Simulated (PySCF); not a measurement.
## Polarisability and C₆ of Te- (tellurium, charge -1)

[Kr] 4d10 5s2 5p5, 2P determinant. All numbers are calculated (PySCF 2.14, the spin-free X2C one-electron Hamiltonian (Gaussian nucleus), in aug-cc-pwCVTZ-DK3 with one added diffuse shell each of s, p, d, f type (11s10p8d5f1g, 125 functions)). Coupled (time-dependent) response in atomic units; α is the mean over directions.

```json
{"method": "UHF", "mean α (bohr³)": "89.95", "α xx, yy, zz": "72.55, 98.66, 98.66", "C₆ (like pair)": "1312", "S(−4)": "3241"}
{"method": "PBE0", "mean α (bohr³)": "106.5", "α xx, yy, zz": "83.79, 117.8, 117.8", "C₆ (like pair)": "1578", "S(−4)": "5444"}
```

S(−4) is the Cauchy moment in α(ω) = α(0) + S(−4) ω² + …

Spin-orbit coupling is absent.

α(iu) at PBE0:

| u (hartree) | α(iu) (bohr³) |
| --- | --- |
| 0 | 106.5 |
| 0.0500 | 95.29 |
| 0.100 | 76.08 |
| 0.200 | 48.47 |
| 0.300 | 33.20 |
| 0.500 | 18.30 |
| 0.750 | 10.57 |
| 1.00 | 7.003 |
| 1.50 | 3.896 |
| 2.00 | 2.583 |
| 3.00 | 1.445 |
| 5.00 | 0.6668 |

A single London oscillator, α(iu) = α/(1 + u²/ω²), gives C₆ = (3/4) ω α². Matching the computed C₆ needs ω = 4 × 1578 / (3 × 106.5²) = 0.186 hartree.

For an ion, C₆ is the dispersion term alone; charge-induced terms of lower order in 1/R come first.

The components differ because the open shell of this determinant is not spherical; for a pure term their mean is the scalar polarisability.
